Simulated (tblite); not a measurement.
Compound: C₃H₅F₃OS.
SMILES with atom numbers: `[CH3:1][S@@:2](=[O:3])[C@H:4]([F:5])[CH:6]([F:7])[F:8]` (hydrogens: H9, H10, H11 on C1; H12 on C4; H13 on C6)

Computed with GFN2-xTB (tblite), gas phase: Langevin dynamics at 300 K from the optimised GFN2-xTB geometry, time step 0.5 fs, friction 0.01 fs⁻¹, 2000 steps.

Start geometry:
```
atom  x, y, z in Å
C1      1.714    0.638   -0.008
S2      1.059   -1.076    0.022
O3      0.747   -1.376    1.415
C4     -0.653   -0.650   -0.707
F5     -0.491    0.061   -1.855
C6     -1.483    0.089    0.337
F7     -1.254    1.419    0.305
F8     -2.807   -0.079    0.118
H9      1.170    1.258    0.696
H10     2.758    0.581    0.285
H11     1.632    1.025   -1.016
H12    -1.147   -1.596   -0.955
H13    -1.250   -0.293    1.345
```

The statistics below take the 31 frames saved every 25 fs from 250 to 1000 fs; their kinetic temperature (all 3N coordinates) averages 303 K.

Problem. How do the bond lengths spread?

Solution. 
```csv
bond,start (Å),mean (Å),standard deviation (Å),shortest (Å),longest (Å)
C1–S2,1.836,1.847,0.033,1.803,1.915
S2=O3,1.459,1.460,0.018,1.415,1.488
S2–C4,1.909,1.921,0.051,1.836,2.051
C4–F5,1.361,1.372,0.039,1.298,1.454
C4–C6,1.524,1.530,0.029,1.480,1.578
C6–F7,1.349,1.355,0.028,1.298,1.405
C6–F8,1.353,1.360,0.028,1.311,1.431
C1–H9,1.084,1.087,0.024,1.031,1.156
C1–H10,1.085,1.093,0.024,1.045,1.144
C1–H11,1.084,1.088,0.027,1.029,1.147
C4–H12,1.096,1.099,0.022,1.045,1.142
C6–H13,1.103,1.113,0.042,1.038,1.189
```

Problem. Give the same statistics for bond angles, one of each kind among heavy atoms.

Solution. 
```tsv
angle	start (°)	mean (°)	standard deviation (°)	smallest (°)	largest (°)
C1–S2–O3	106.5	105.4	3.0	99.6	110.2
C1–S2–C4	96.0	98.2	4.8	91.6	109.1
O3–S2–C4	102.6	103.0	4.0	95.7	114.1
S2–C4–F5	109.4	109.1	5.2	99.2	120.1
S2–C4–C6	109.6	112.1	3.9	103.4	124.8
F5–C4–C6	112.9	112.1	4.0	104.3	120.6
C4–C6–F7	111.7	111.9	3.2	106.5	121.0
C4–C6–F8	111.2	110.6	2.6	105.9	114.8
F7–C6–F8	106.6	106.6	3.2	102.0	112.6
```

Problem. How far does each atom move about its mean position (frames aligned on the start, all atoms weighted alike), and what rms force does it feel?

Solution. 
```csv
atom,rms displacement (Å),rms force (eV/Å)
C1,0.14,1.59
S2,0.15,1.59
O3,0.28,1.00
C4,0.09,1.81
F5,0.22,1.34
C6,0.13,1.74
F7,0.34,0.99
F8,0.26,0.97
H9,0.51,0.89
H10,0.43,0.93
H11,0.54,1.04
H12,0.15,0.88
H13,0.41,1.29
```

The displacements run from 0.09 to 0.54 Å, the largest at H11.

Problem. How widely does the potential energy scatter, against a harmonic estimate?

Solution. Mean 0.48 eV above the start, standard deviation 0.104 eV, range 0.30 to 0.76 eV. For 33 classical harmonic modes at 300 K the canonical values are 33kT/2 = 0.43 eV and kT·√(33/2) = 0.105 eV.

The run is classical and short, so these are rough statistics of one trajectory.

The cost below is that of the whole dynamics run. Time: 11 s; peak memory 0.18 GiB. Hardware: one thread, Arm Neoverse V1 (aarch64) (shared host).
